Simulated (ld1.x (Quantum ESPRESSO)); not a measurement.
## Varying the TM potential for bismuth (Bi)

Base potential:

Bi, norm-conserving Troullier–Martins (Kleinman–Bylander form), made with ld1.x (Quantum ESPRESSO) 7.5 (PBE, scalar-relativistic). Core [Xe] 4f14 5d10, reference 6s2 6p2 (charge +1). Waves: 6p (bound): rc 2.40 bohr; 6s (bound): rc 2.00 bohr. Local part: the s channel. Core correction: Bessel-smoothed model core, default radius (core density twice the valence density).

All-electron outer shells of the reference configuration (PBE, scalar-relativistic, ld1.x):

```csv
shell,level (eV),outermost node (bohr),outermost maximum (bohr)
6s,-22.11,0.98,1.86
6p,-11.44,1.14,2.35
```

Cutoffs, loose and tight: the cutoffs (Ry, on a coarse ladder) from which the occupation-weighted sum of valence levels, in a spherical-Bessel basis at the reference potential, stays within 10 and 1 mRy of its value at 400 Ry. They do not see the model core or the augmentation charge, which bear on the density cutoff. Test errors are all-electron minus pseudo excitation energies from the reference, over the configurations 6s2 6p3; 6s2 6p1; 6s2 6p0; 6s1 6p0; 6s1 6p4; 6s2 6p3.3; 6s0 6p5. A dash means not determined; rows that change the core or the reference have their own tests.

A true bound ghost makes a file unfit for plane-wave use even where its test errors are small: the radial tests pick states by their node count and pass the ghost by.

```csv
change,outcome,"cutoff, loose","cutoff, tight",bound ghosts,largest test error (meV)
base,generated,25 Ry,45 Ry,d,-679
wave 6s (bound): rc 2.00 bohr becomes 6s (bound): rc 1.28 bohr,generated,140 Ry,over 300 Ry,"s (extra level of the local part), d",-374
wave 6s (bound): rc 2.00 bohr becomes 6s (bound): rc 1.50 bohr,generated,55 Ry,140 Ry,d,-654
wave 6s (bound): rc 2.00 bohr becomes 6s (bound): rc 1.78 bohr,generated,25 Ry,50 Ry,d,-679
wave 6s (bound): rc 2.00 bohr becomes 6s (bound): rc 1.92 bohr,generated,25 Ry,45 Ry,d,-679
wave 6s (bound): rc 2.00 bohr becomes 6s (bound): rc 2.18 bohr,generated,25 Ry,40 Ry,d,-679
wave 6s (bound): rc 2.00 bohr becomes 6s (bound): rc 2.34 bohr,generated,21 Ry,30 Ry,d,-681
wave 6s (bound): rc 2.00 bohr becomes 6s (bound): rc 2.54 bohr,generated,18 Ry,30 Ry,d,-686
wave 6s (bound): rc 2.00 bohr becomes 6s (bound): rc 2.80 bohr,generated,15 Ry,25 Ry,d,-703
wave 6s (bound): rc 2.00 bohr becomes 6s (bound): rc 3.04 bohr,generated,12 Ry,25 Ry,d,-727
```

Reading the sweep of the s radius (base included, trends over the rows without a ghost): Bound ghosts are found at 1.28, 1.5, 1.78, 1.92, 2, 2.18, 2.34, 2.54, 2.8, 3.04 bohr. Every judged row has one, so this setting neither creates nor removes them.
